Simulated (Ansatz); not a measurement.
`[NH2][GeH]([F])[Cl]` + CH₃OH → `C[O][GeH]([F])[Cl]` + NH₃ at 700 K and 1 bar (ligand exchange at a Ge–N bond).

Program: Ansatz. Geometries: PBE0-D4/def2-TZVP. ΔE: electronic, gas phase. CCSD(T)/CBS adds triple-zeta CCSD(T) − MP2 to the extrapolated MP2 energy (def2 sets, frozen cores). This one scheme is used for every species. For Ge outer-core shells are correlated without core-valence functions, which leaves a few kJ/mol of doubt a bond. Scalar relativity is left out up to krypton. Each species was taken in one conformer, which may not be the lowest.

| species | CCSD(T)/CBS energy (Eh) | H − E (kJ/mol) | S (J/(mol·K)) |
| --- | --- | --- | --- |
| `[NH2][GeH]([F])[Cl]` | -2692.28962 | 161.3 | 421.9 |
| CH₃OH | -115.61712 | 170.8 | 288.5 |
| `C[O][GeH]([F])[Cl]` | -2751.40462 | 215.5 | 475.2 |
| NH₃ | -56.50880 | 116.9 | 226.5 |

H − E and S are ideal-gas, rigid-rotor, harmonic terms from PBE0-D4/def2-TZVP, for one conformer and one mirror image of each species. 1 Eh = 2625.50 kJ/mol, R = 8.31446 J/(mol·K).

**Question.** By hand: ΔE, ΔH, ΔS and ΔG.

**Answer.** ΔE = (-2751.40462) + (-56.50880) − (-2692.28962) − (-115.61712) = -0.00668 Eh = -17.5 kJ/mol. Δ(H − E) = 215.5 + 116.9 − 161.3 − 170.8 = 0.3, so ΔH = -17.2 kJ/mol. ΔS = 475.2 + 226.5 − 421.9 − 288.5 = -8.7 J/(mol·K). ΔG = -17.2 − 700 × (-8.7)/1000 = -11.1 kJ/mol.

**Question.** By hand: the equilibrium constant, and the temperature at which ΔG would vanish if ΔH and ΔS stayed fixed.

**Answer.** log₁₀ K = −ΔG/(RT ln 10) = 0.8. ΔG = 0 at ΔH/ΔS = 1977 K, though so small a ΔS makes that figure unsure.

TΔS isn't small against ΔH here. A doubt of 5 kJ/mol in ΔE shifts log₁₀ K by 0.4 here. Other conformers and mirror images would add mixing entropy, several J/(mol·K) or more a flexible species. Modes under 60 cm⁻¹, often nearly free rotors, make the harmonic entropy too high. These are equilibria of isolated gas molecules and say nothing of rates. Largest T1 diagnostic: 0.012 (customary marks: 0.02 for closed shells, 0.045 for open ones).
